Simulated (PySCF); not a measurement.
Choosing a molecule for a target property.

Each SMILES stands for a single optimised conformer of the isolated species (atoms past krypton carry core potentials, spin–orbit coupling is left out); the electronic structure was computed with PySCF and density fitting.

Dipoles, sizes and rotational constants follow the conformer. The torsions of the flexible species, by atom-mapped SMILES:
- `[CH2:1]=[C:2]([F:3])/[CH:4]=[CH:5]/[F:6]`: C1–C2–C4–C5 180°
- `[CH3:1][CH2:2][P+:3]([CH2:4][CH3:5])([CH2:6][CH3:7])[Al-:8]([CH3:9])([CH3:10])[CH3:11]`: C1–C2–P3–C4 -176°, C2–P3–C4–C5 -68°, C2–P3–C6–C7 -176°, C2–P3–Al8–C9 -85°
- `[CH3:1][CH2:2][CH2:3][O:4][CH3:5]`: C1–C2–C3–O4 180°, C2–C3–O4–C5 180°
- `[CH3:1][Si@@H:2]([GeH3:3])[c:4]1[cH:5][cH:6][cH:7][s:8]1`: C1–Si2–C4–C5 -125°
- `[CH3:1][C:2]([CH3:3])([CH3:4])[P@:5]([CH3:6])([PH2:7])=[S:8]`: C1–C2–P5–C6 168°, H–P7–P5–C2 176°, H–P7–P5–C2 -91°

Question: Wanted: lowest triplet excitation (Tamm–Dancoff) between 3.24 eV and 6.4 eV (TDA CAM-B3LYP/def2-SVPD) and static isotropic polarisability below 56 au (CAM-B3LYP/def2-SVPD), at PBE0-D3(BJ)/def2-SVP geometries. Which candidate meets both?
A. `CCC[CH2][SnH]([CH3])[CH3]`
B. `[CH3][Al-]([CH3])([CH3])[P+](CC)(CC)CC`
C. `Cl/C=C1C=C/1Cl`
D. `C[C@@]1(C(F)=C1)F`
E. `CCCOC`
F. `C=C(F)/C=C/F`

Answer: D. Computed values:
| species | lowest triplet excitation (Tamm–Dancoff) | static isotropic polarisability |
| --- | --- | --- |
| C=C(F)/C=C/F | 3.19 eV | 55.3 au |
| Cl/C=C1C=C/1Cl | 3.29 eV | 75.1 au |
| C[C@@]1(C(F)=C1)F | 4.97 eV | 46.4 au |
| [CH3][Al-]([CH3])([CH3])[P+](CC)(CC)CC | 6.16 eV | 163.2 au |
| CCC[CH2][SnH]([CH3])[CH3] | 6.58 eV | 117.1 au |
| CCCOC | 6.98 eV | 57.3 au |

Question: Wanted: lowest singlet excitation above 5.7 eV (TDDFT CAM-B3LYP/def2-SVPD) and dipole moment below 2 D (CAM-B3LYP/def2-SVPD), at PBE0-D3(BJ)/def2-SVP geometries. Which candidate meets both?
A. `CC[P+](CC)(CC)[Al-]([CH3])([CH3])[CH3]`
B. `C1C(=C/Cl)/C=1Cl`
C. `C=C(F)/C=C/F`
D. `C[Si@@H]([GeH3])C1=CC=CS1`
E. `CC(C)(C)[P@](C)(P)=S`

Answer: C. Computed values:
```csv
species,lowest singlet excitation,dipole moment
C1C(=C/Cl)/C=1Cl,4.38 eV,3.46 D
CC(C)(C)[P@](C)(P)=S,5.05 eV,4.07 D
C[Si@@H]([GeH3])C1=CC=CS1,5.50 eV,0.82 D
C=C(F)/C=C/F,5.90 eV,1.10 D
CC[P+](CC)(CC)[Al-]([CH3])([CH3])[CH3],6.51 eV,5.39 D
```

Question: Wanted: vertical ionisation energy below 8.7 eV (ΔSCF CAM-B3LYP/def2-SVPD) and smallest rotational constant below 0.9 GHz (PBE0-D3(BJ)/def2-SVP), at PBE0-D3(BJ)/def2-SVP geometries. Which candidate meets both?
A. `CCCOC`
B. `C=C(F)/C=C/F`
C. `C([P@@](C)(=S)P)(C)(C)C`
D. `Cl/C=C1C=C/1Cl`
E. `FC1=C[C@@]1(C)F`

Answer: C. Computed values:
```
                species  vertical ionisation energy  smallest rotational constant
C([P@@](C)(=S)P)(C)(C)C                     8.01 eV                     0.875 GHz
         Cl/C=C1C=C/1Cl                     8.23 eV                     0.974 GHz
           C=C(F)/C=C/F                     9.19 eV                     1.603 GHz
                  CCCOC                     9.84 eV                     2.028 GHz
        FC1=C[C@@]1(C)F                    10.77 eV                     2.506 GHz
```

Question: Wanted: electronic spatial extent ⟨r²⟩ about the centre of nuclear charge below 600 bohr² (CAM-B3LYP/def2-SVPD) and HOMO energy below -8.2 eV (CAM-B3LYP/def2-SVPD), at PBE0-D3(BJ)/def2-SVP geometries. Which candidate meets both?
A. `CC[P+](CC)(CC)[Al-]([CH3])([CH3])[CH3]`
B. `C=C(F)/C=C/F`
C. `C[C@@]1(F)C=C1F`
D. `C(CC)OC`
E. `ClC1C(=C\Cl)/C=1`

Answer: C. Computed values:
```csv
species,electronic spatial extent ⟨r²⟩ about the centre of nuclear charge,HOMO energy
C[C@@]1(F)C=C1F,532 bohr²,-9.72 eV
C(CC)OC,645 bohr²,-8.88 eV
C=C(F)/C=C/F,667 bohr²,-8.28 eV
ClC1C(=C\Cl)/C=1,1043 bohr²,-7.45 eV
CC[P+](CC)(CC)[Al-]([CH3])([CH3])[CH3],2745 bohr²,-8.10 eV
```
